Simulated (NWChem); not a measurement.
All runs are NWChem calculations. System: H4S2Si, charge 0, spin multiplicity 1, at a geometry optimised with PBE/def2-SVP. The structure started from a generated list of species. Level: MP2/aug-cc-pVTZ, 15 core orbitals frozen.

The NWChem input:

```
start mol
memory heap 200 mb stack 900 mb global 1100 mb
geometry units angstroms nocenter noautoz
  Si     0.000000     0.000000    -0.784478
  S     -0.546896     1.735700     0.380106
  S      0.546896    -1.735700     0.380106
  H     -1.213561    -0.228362    -1.638067
  H      1.213561     0.228362    -1.638067
  H      0.640597     1.792864     1.047714
  H     -0.640597    -1.792864     1.047714
  symmetry group C2
end
basis spherical
  * library aug-cc-pvtz
end
scf
  rhf
  nopen 0
  maxiter 100
  thresh 1e-7
  semidirect memsize 60000000 filesize 0
end
mp2
  freeze core 15
end
task mp2 energy
```

NWChem printed:

```
             Northwest Computational Chemistry Package (NWChem) 7.3.0
             --------------------------------------------------------

                                NWChem Input Module
                                -------------------

 Scaling coordinates for geometry "geometry" by  1.889725989
 (inverse scale =  0.529177249)

 Turning off AUTOSYM since
 SYMMETRY directive was detected!

                             Geometry "geometry" -> ""
                             -------------------------

 Output coordinates in angstroms (scale by  1.889725989 to convert to a.u.)

  No.       Tag          Charge          X              Y              Z
 ---- ---------------- ---------- -------------- -------------- --------------
    1 Si                  14.0000     0.00000000     0.00000000    -0.78447800
    2 S                   16.0000    -0.54689600     1.73570000     0.38010600
    3 S                   16.0000     0.54689600    -1.73570000     0.38010600
    4 H                    1.0000    -1.21356100    -0.22836200    -1.63806700
    5 H                    1.0000     1.21356100     0.22836200    -1.63806700
    6 H                    1.0000     0.64059700     1.79286400     1.04771400
    7 H                    1.0000    -0.64059700    -1.79286400     1.04771400

 Effective nuclear repulsion energy (a.u.)     191.8839485549

            Nuclear Dipole moment (a.u.)
            ----------------------------
        X                 Y               Z
 ---------------- ---------------- ----------------
     0.0000000000     0.0000000000    -0.0000113384

      Symmetry information
      --------------------

 Group name             C2
 Group number              4
 Group order               2
 No. of unique centers     4

      Symmetry unique atoms

     1    2    4    6


 Summary of "ao basis" -> "" (spherical)
 ------------------------------------------------------------------------------
       Tag                 Description            Shells   Functions and Types
 ---------------- ------------------------------  ------  ---------------------
 *                        aug-cc-pvtz                 on all atoms
[...]
  Active beta occupied  =     10
  Active alpha virtual  =    217
  Active beta virtual   =    217
  Use MO symmetry       = T
  Use skeleton AO sym   = T

  AO/Fock/Back tols     =   1.0D-09  1.0D-09  1.0D-09

 GA uses MA = F    GA memory limited = T

 Available:
  local mem=  1.26D+08
 global mem=  1.44D+08
 local disk=  0.00D+00
  mp2_memr nvloc                   217
  nvloc new                   217
   1 passes of  10:        6291456                     227927                 215788429.
   1 passes of  10: M    126148970           G      144062072           F     119857514.
  mp2_memr nvloc                   217
  nvloc new                   217
   2 passes of   5:        5242880                     173698                 107944203.
   2 passes of   5: M    126148970           G      144062072           F     120906090.

 Semi-direct pass number   1 of   2  for RHF alpha+beta  at      219.4s
  vrange nnbf                 29234
  mp2_eaftype                   411  avail_ma_in_mb                  1099
 EAF : mp2_eaftype filesize         411   53972102.
  mp2_eaf for mointskh                    411
Node 0 wrote    253.8 Mb in      0.3 s     Agg I/O rate:   924.9 Mb/s
 Done moints_semi at      286.8s
  mp2_eaftype                   411  avail_ma_in_mb                   688
 EAF : mp2_eaftype filesize         411   53972102.
  mp2_eaf for kh                   411
 Done maket at      287.3s
 Semi-direct pass number   2 of   2  for RHF alpha+beta  at      287.3s
  vrange nnbf                 29234
  mp2_eaftype                   411  avail_ma_in_mb                   688
 EAF : mp2_eaftype filesize         411   53972102.
  mp2_eaf for mointskh                    411
Node 0 wrote    253.8 Mb in      0.3 s     Agg I/O rate:   789.9 Mb/s
 Done moints_semi at      359.3s
  mp2_eaftype                   411  avail_ma_in_mb                   688
 EAF : mp2_eaftype filesize         411   53972102.
  mp2_eaf for kh                   411
 Done maket at      359.8s
 Done multipass loop at      359.8s

          -------------------------------------------
          SCF energy               -1086.433773617068
          Correlation energy          -0.492299938932
          Singlet pairs               -0.333362631321
          Triplet pairs               -0.158937307611
          Total MP2 energy         -1086.926073556001
          -------------------------------------------

          ---------------------------------------------------
                    Spin Component Scaled (SCS) MP2
          Same spin pairs                     -0.105958205074
          Same spin scaling factor             0.333333333333
          Opposite spin pairs                 -0.386341733858
          Opposite spin scaling fact.          1.200000000000
          SCS-MP2 correlation energy          -0.498929482321
          Total SCS-MP2 energy             -1086.932703099390
          ---------------------------------------------------

 -----------------------
 Performance information
 -----------------------

 Timer overhead =  9.91D-08 seconds/call

               Nr. of calls         CPU time (s)                 Wall time (s)                GFlops
             ---------------    -------------------     ------------------------------   -------------------
Name         Min   Avg   Max    Min     Avg     Max     Min     Avg     Max   Mx/calls   Min     Max     Sum
mp2: moin     2     2     2   1.39E+2 1.39E+2 1.39E+2  1.39E+2 1.39E+2 1.39E+2  70.      0.0     0.0     0.0
mp2: make     2     2     2    1.0     1.0     1.0      1.0     1.0     1.0    0.51      0.0     0.0     0.0
mp2: tota     1     1     1   1.41E+2 1.41E+2 1.41E+2  1.41E+2 1.41E+2 1.41E+2 1.41E+2   0.0     0.0     0.0

 The average no. of pstat calls per process was 5.00D+00
 with a timing overhead of 4.95D-07s

 Task  times  cpu:      359.8s     wall:      359.8s

 Total times  cpu:      359.8s     wall:      359.8s
```
